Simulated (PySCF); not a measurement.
F3S, SMILES F[S+](F)F, charge +1. Atoms are numbered in the order given.

```xyz
4

F     -1.1567     0.6678    -0.2651
S      0.0000     0.0000     0.4473
F      0.0000    -1.3356    -0.2651
F      1.1567     0.6678    -0.2651
```
Charge +1, spin multiplicity 1.

Coordinates come from a B3LYP-D3(BJ)/def2-TZVP optimisation. The isomer is the one that the SMILES or the coordinates give; other isomers of the formula were not compared.

Two levels are set side by side: PBE/pcSseg-2 (PySCF) and HF/pcSseg-2 (PySCF). GIAO shifts against CFCl3 (¹⁹F), H2S (³³S) at the same level; non-relativistic, no solvent, atoms listed together averaged. Differences are taken from unrounded values.

```tsv
quantity	HF	PBE	PBE minus HF
δ(¹⁹F) of F1, F3, F4 (ppm)	51.7	44.0	-7.7
δ(³³S) of S2 (ppm)	704.8	814.4	109.6
```

Rough cost on one machine, each run with all the roots and properties that it gave: HF against PBE within a factor of 2.
